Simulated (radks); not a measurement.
Q: The mean radii <r> (bohr) of the occupied orbitals of an atom or ion are listed with their occupations. All-electron calculation, scalar-relativistic Kohn-Sham, SCAN, spin-polarised, spherical densities, finite nucleus; meta-GGA in the generalised Kohn-Sham scheme; Fermi nuclear charge, rms radius of each element as measured or else 0.836 A^(1/3) + 0.57 fm. Program: a radial shooting solver on a logarithmic mesh with Libxc functionals.

orbital  occ.      <r>
1s down     1  0.06646
1s up       1  0.06646
2s up       1   0.3075
2s down     1   0.3071
2p up       3   0.2740
2p down     3   0.2735
3s up       1   0.9363
3s down     1   0.9392
3p up       3   0.9921
3p down     3   0.9954
3d up       2    1.168

Name the element and its charge. Open shells, if any, are filled with parallel spins first.

A: Z = 23, vanadium, charge +3: V3+ in [Ar] 3d2. The 1s radius gives Z: for a bare nucleus <r> = (2 gamma + 1)/(2Z) with gamma = sqrt(1 - (Z/c)^2), 0.0646 bohr for Z = 23, and screening makes it slightly larger (0.06646 here). The occupations add up to 20, and the charge is Z minus that.
